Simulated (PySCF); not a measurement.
```xyz
3
charge 0 multiplicity 1, angstrom
Pt    0.0000    0.0000   -0.0105
H     1.0879    0.0000    1.0204
H    -1.0879    0.0000    1.0204
```

All numbers come from PySCF, PBE0, basis Pt x2c-TZVPall, H x2c-TZVPall (spin-free X2C, no spin–orbit coupling, density fitting).

This geometry of PtH₂ is a stationary point at this level.

(1) What is the point group?

(2) Is it a minimum?

(3) Give the atomic charges and bond orders.

(4) Give the ideal-gas entropy at 298.15 K and 1 bar by parts.

Results:

(1) C2v.

(2) Yes: all harmonic wavenumbers are real.

(3) 
```
atom  Mulliken  Löwdin  polar tensor  Mayer order to Pt1
 Pt1     -0.20    0.04          0.23                   –
H2,3      0.10   -0.02         -0.11                1.02
```

(4) translation 174.7, rotation 55.8, vibration 0.8, spin 0.0; total 231.3 J/(mol K).

Stability towards spin polarisation was not tested. Other isomers or separated fragments may lie lower. Spin–orbit coupling, left out here, can matter for elements this heavy.
